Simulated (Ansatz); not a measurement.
Relaxation of CH2B2F2 (7 atoms, charge 0, multiplicity 1), to a largest force component of 0.02 eV/Å in at most 50 steps.

These are results of RKS r2SCAN-D4/6-31G in Ansatz, not measurements.

```xyz
7
Properties=species:S:1:pos:R:3
F -0.988 -2.228 0.492
B -0.458 -0.899 0.177
C 0.618 0.172 0.320
B -0.375 0.656 -0.644
F -1.022 1.613 -1.554
H 0.649 0.706 1.313
H -0.063 1.466 -1.428
```

**Question.** Where does it end, and by what steps?

**Answer.** The run converged. Limits of this set-up: no polarisation functions. After 15 steps the energy has fallen by 4.644 eV; H7 moved furthest, 0.80 Å. The start is strongly strained (largest force component 12 eV/Å), so its close contacts needn't be bonds. Parted: B4–F5, B4–H7.

```
step  energy less start (eV)  largest force component (eV/Å)  accepted
   0                  0.0000                          11.917       yes
   1                 -2.9527                           5.094       yes
   2                 -3.8636                           1.291       yes
   3                 -4.1192                           1.695       yes
   4                 -4.3308                           2.036       yes
   5                 -4.4571                           1.728       yes
   6                 -4.5443                           0.849       yes
   7                 -4.5405                           0.731        no
   8                 -4.5959                           0.224       yes
   9                 -4.6148                           0.348       yes
  10                 -4.6321                           0.185       yes
  11                 -4.6338                           0.166       yes
  12                 -4.6420                           0.118       yes
  13                 -4.6437                           0.070       yes
  14                 -4.6436                           0.186        no
  15                 -4.6445                           0.017       yes
```

```xyz
7
Properties=species:S:1:pos:R:3
F -0.900 -2.284 0.685
B -0.611 -1.044 0.203
C 0.280 0.186 0.480
B -0.582 0.255 -0.647
F -0.742 1.601 -1.778
H 1.027 0.511 1.194
H -0.114 2.263 -1.462
```

Time of the run: 79 s on 1 thread of Arm Neoverse N1, with other jobs on the host, peak memory 0.14 GiB.
